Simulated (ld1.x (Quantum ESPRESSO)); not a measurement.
# Pseudopotential generation for Mo (Z = 42): TM, BLYP, scalar-relativistic.

* Element: molybdenum (Mo)
* Generator: ld1.x (Quantum ESPRESSO) 7.5
* Type: norm-conserving Troullier–Martins (Kleinman–Bylander form)
* Functional: BLYP
* Relativity: scalar-relativistic
* Frozen core: [Ar] 3d10
* Valence charge: 14
* Reference configuration: 4s2 4p6 4d6 5s0 5p0
* Partial waves: 4s (bound): rc 1.25 bohr; 4p (bound): rc 1.75 bohr; 4d (bound): rc 1.50 bohr; 4f channel at 0.05 Ry: rc 1.40 bohr
* Local potential: all-electron potential smoothed inside 1.10 bohr (lloc = -2)
* Core correction: a·sin(br)/r model core inside 1.00 bohr

- Cutoffs needed: 90 Ry and 160 Ry (the cutoffs (Ry, on a coarse ladder) from which the occupation-weighted sum of valence levels, in a spherical-Bessel basis at the reference potential, stays within 10 and 1 mRy of its value at 400 Ry)
- Ghost test: no extra level below or beside the all-electron valence levels (s, p, d, f tested) (spherical-Bessel basis up to 400 Ry, 20 bohr box)
- Largest excitation error: +306 meV (all-electron minus pseudo) for 4s1 4p6 4d5 5s1 5p0, out of 7 test configurations
